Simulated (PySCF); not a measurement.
Sb: excitation energy

Sb [Kr] 4d10 5s2 5p3 (4S) → Sb [Kr] 4d10 5s2 5p2 6s1 (4P), as a difference of total energies. All numbers are calculated (PySCF 2.14, a scalar-relativistic core potential, in aug-cc-pVQZ-PP with one added diffuse shell each of s, p, d, f, g type with ECP28MDF (8s8p6d4f3g, 117 functions)). Correlated levels: valence: 4s2 4p6 4d10 frozen. The calculations carry no spin-orbit coupling.

Question: Order these methods by the excitation energy they give, lowest first.
A. B3LYP
B. LDA
C. SCS-MP2 (valence)
D. MP2 (valence)

Answer: A (5.564 eV), B (5.601 eV), C (5.742 eV), D (5.795 eV).

Errors of the correlated levels include the incompleteness of this basis and the frozen core.

For comparison: 5.789 eV (measured; NIST levels, between the centres of gravity of the two terms).
